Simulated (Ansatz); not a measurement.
`[SiH]Br` + NH₃ → `N[SiH]` + HBr at 298.15 K and 1 bar (ligand exchange at the Si–Br bond).

Calculated with Ansatz (gas phase, PBE0-D4/def2-TZVP geometries, no zero-point term in ΔE). CCSD(T)/CBS adds triple-zeta CCSD(T) − MP2 to the extrapolated MP2 energy (def2 sets, frozen cores). This one scheme is used for every species. For Br outer-core shells are correlated without core-valence functions, which leaves a few kJ/mol of doubt a bond. Scalar relativity is left out up to krypton.

| species | CCSD(T)/CBS energy (Eh) | H − E (kJ/mol) | S (J/(mol·K)) |
| --- | --- | --- | --- |
| `[SiH]Br` | -2862.97869 | 30.2 | 263.1 |
| NH₃ | -56.50880 | 100.5 | 192.4 |
| `N[SiH]` | -345.56329 | 99.2 | 245.4 |
| HBr | -2573.91920 | 24.6 | 198.6 |

H − E and S are ideal-gas, rigid-rotor, harmonic terms from PBE0-D4/def2-TZVP. 1 Eh = 2625.50 kJ/mol, R = 8.31446 J/(mol·K).

Task: By hand: ΔE, ΔH, ΔS and ΔG.

Result: ΔE = (-345.56329) + (-2573.91920) − (-2862.97869) − (-56.50880) = 0.00500 Eh = 13.1 kJ/mol. Δ(H − E) = 99.2 + 24.6 − 30.2 − 100.5 = -6.9, so ΔH = 6.2 kJ/mol. ΔS = 245.4 + 198.6 − 263.1 − 192.4 = -11.5 J/(mol·K). ΔG = 6.2 − 298.15 × (-11.5)/1000 = 9.6 kJ/mol.

Task: By hand: the equilibrium constant, and the temperature at which ΔG would vanish if ΔH and ΔS stayed fixed.

Result: log₁₀ K = −ΔG/(RT ln 10) = -1.7. ΔH and −TΔS have one sign here, so there is no such temperature.

TΔS isn't small against ΔH here. A doubt of 5 kJ/mol in ΔE shifts log₁₀ K by 0.9 here. These are equilibria of isolated gas molecules and say nothing of rates. Largest T1 diagnostic: 0.015 (customary marks: 0.02 for closed shells, 0.045 for open ones).
